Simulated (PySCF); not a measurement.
3-methylideneoxolane (C5H8O), SMILES C=C1CCOC1. The structure is a stationary point at PBE0-D3(BJ)/def2-SVP. One conformer was computed; it need not be the lowest.

Computed equilibrium geometry at PBE0-D3(BJ)/def2-SVP (PySCF confirms it by a frequency run) as bond lengths and angles (one conformer of several):
Atoms: C1 C2 C3 C4 O5 C6 H7 H8 H9 H10 H11 H12 H13 H14. Bonded distances (Å): C1–C2 1.332, C1–H7 1.094, C1–H8 1.093, C2–C3 1.506, C2–C6 1.515, C3–C4 1.526, C3–H9 1.099, C3–H10 1.104, C4–O5 1.407, C4–H11 1.099, C4–H12 1.110, O5–C6 1.407, C6–H13 1.110, C6–H14 1.102. Bond angles (°): C2–C1–H7 121.4, C2–C1–H8 121.5, H7–C1–H8 117.1, C1–C2–C3 127.7, C1–C2–C6 126.5, C3–C2–C6 105.8, C2–C3–C4 101.3, C2–C3–H9 113.3, C2–C3–H10 109.8, C4–C3–H9 114.3, C4–C3–H10 109.8, H9–C3–H10 108.2, C3–C4–O5 104.6, C3–C4–H11 114.3, C3–C4–H12 110.4, O5–C4–H11 108.4, O5–C4–H12 111.1, H11–C4–H12 108.1, C4–O5–C6 107.6, C2–C6–O5 106.2, C2–C6–H13 110.1, C2–C6–H14 113.0, O5–C6–H13 111.2, O5–C6–H14 108.7, H13–C6–H14 107.6.
